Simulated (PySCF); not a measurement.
# What binds Rb₂: the parts of the energy along the bond

State: singlet, closed shell. RHF-based CCSD(T) in PySCF 2.14 with Rb cc-pwCVDZ-X2C and Rb cc-pwCVTZ-X2C (frozen core orbitals: 28; spin-free X2C with a Gaussian nucleus). Correlation energies are extrapolated as n⁻³ (n = 2, 3), Hartree–Fock as (n+1)·exp(−9√n). All energies in eV from Rb + Rb.

```json
{"R (Å)": "3.7907", "HF/CBS": "0.304", "CCSD corr.": "-0.662", "(T)": "-0.0977", "total": "-0.456"}
{"R (Å)": "3.9630", "HF/CBS": "0.233", "CCSD corr.": "-0.631", "(T)": "-0.0935", "total": "-0.492"}
{"R (Å)": "4.1353", "HF/CBS": "0.185", "CCSD corr.": "-0.601", "(T)": "-0.0899", "total": "-0.506"}
{"R (Å)": "4.3077", "HF/CBS": "0.157", "CCSD corr.": "-0.573", "(T)": "-0.0873", "total": "-0.502"}
{"R (Å)": "4.4800", "HF/CBS": "0.147", "CCSD corr.": "-0.546", "(T)": "-0.0857", "total": "-0.485"}
{"R (Å)": "4.6953", "HF/CBS": "0.152", "CCSD corr.": "-0.517", "(T)": "-0.0853", "total": "-0.450"}
{"R (Å)": "4.9107", "HF/CBS": "0.175", "CCSD corr.": "-0.493", "(T)": "-0.0869", "total": "-0.405"}
```

A fit to the total gives Re = 4.1821 Å, De = 0.507 eV, ωe = 59.5 cm⁻¹, Be = 0.02270 cm⁻¹ (masses 84.9118 and 84.9118 u).

Question: At R = 4.1353 Å the CCSD correlation energy is -0.253597 hartree in the smaller basis and -0.388981 in the larger. Extrapolate it.

Answer: (3³·E3 − 2³·E2)/(3³ − 2³) = -0.44598 hartree; the larger basis holds 87.2 % of it.

The T1 diagnostic is 0.016. The open-shell atoms are computed with UHF. Spin–orbit coupling, excitations beyond (T) and corrections to the Born–Oppenheimer picture are left out.
